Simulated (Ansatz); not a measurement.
C2H5BF2O can be A, `CCOB(F)F`, or B, `B[C@@H](F)[C@H](O)F`.

Isolated molecules relaxed with PBE0-D4/def2-TZVP in Ansatz; ΔE leaves out vibrations. CCSD(T)/CBS adds triple-zeta CCSD(T) − MP2 to the extrapolated MP2 energy (def2 sets, frozen cores). DFT in def2-TZVPP. B3LYP here is the variant with VWN-RPA as its local correlation; programs differ in this. One conformer a species, not always the lowest.

Question: Which isomer does CCSD(T)/CBS put lower? Give the gap. (Estimate.)

Answer: Ansatz gave: A, by 566.6 kJ/mol.

Question: Give E(B) − E(A) in kJ/mol with B2PLYP, MP2/def2-TZVPP, B3LYP-D4, r2SCAN-D4, CCSD/def2-TZVPP, PBE0-D4, HF/def2-TZVPP. (Estimate.)

Answer: The calculation gave: B2PLYP 568.8, MP2/def2-TZVPP 581.5, B3LYP-D4 560.1, r2SCAN-D4 562.9, CCSD/def2-TZVPP 568.8, PBE0-D4 554.6, HF/def2-TZVPP 571.8. None reverses the order clearly.

Largest T1 diagnostic: 0.012.

From PBE to PBE0 (25 % exact exchange), in def2-TZVPP and without D4, E(B) − E(A) moves by +10.3 kJ/mol.
